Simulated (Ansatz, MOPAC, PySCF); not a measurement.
Donor–acceptor adduct: BBrH2 (SMILES BBr) (first 4 atoms) with NH3 (SMILES N); geometry from B3LYP-D3(BJ)/def2-TZVP, rigid monomers moved along the line of their centres of mass till B1···N5 is 1.50 Å.
(charge 0, multiplicity 1):
```xyz
8

B     -0.50137    -0.65926     2.17377
Br     0.68958     0.74433     1.27652
H     -0.02900    -1.75213     2.06341
H     -1.64118    -0.52909     1.83678
N     -0.36512    -0.21451     3.60481
H     -0.92391    -0.84569     4.17607
H      0.59983    -0.24831     3.92698
H     -0.69932     0.73672     3.74455
```

Monomers are frozen at their geometry in the pair; levels with a basis set take the counterpoise correction. Rows marked so take none.

Cores are frozen in the correlated methods. Filled d and f shells under p-block atoms count as core. Rows in 3-21G, 6-31G* carry no dispersion term and start afresh at each structure (6-31G* with six Cartesian d functions); the Pople sets are all-electron and without relativity. The state reached by PM3, PM6 isn't checked.

The values were computed with Ansatz (Gaussian orbitals); MOPAC for PM3, PM6 (differences of heats of formation); PySCF for 3-21G rows, 6-31G* rows. 

```
level                          interaction energy (kJ/mol)
-----------------------------  ---------------------------
PM3                                                 -361.8
PM6                                                 -287.7
HF/3-21G (no counterpoise)                          -216.5
HF/aug-cc-pVDZ                                      -153.1
BP86/6-31G* (no counterpoise)                       -194.4
B3LYP/3-21G (no counterpoise)                       -237.5
B3LYP/6-31G*                                    (withheld)
wB97X-V/def2-TZVPPD                                 -192.9
SCS-MP2/aug-cc-pVDZ                             (withheld)
```

**Question.** Some entries are withheld; supply them.

**Answer.** 
- B3LYP/6-31G*, interaction energy (kJ/mol): -173.3
- SCS-MP2/aug-cc-pVDZ, interaction energy (kJ/mol): -158.4

Ansatz is an electronic-structure program.
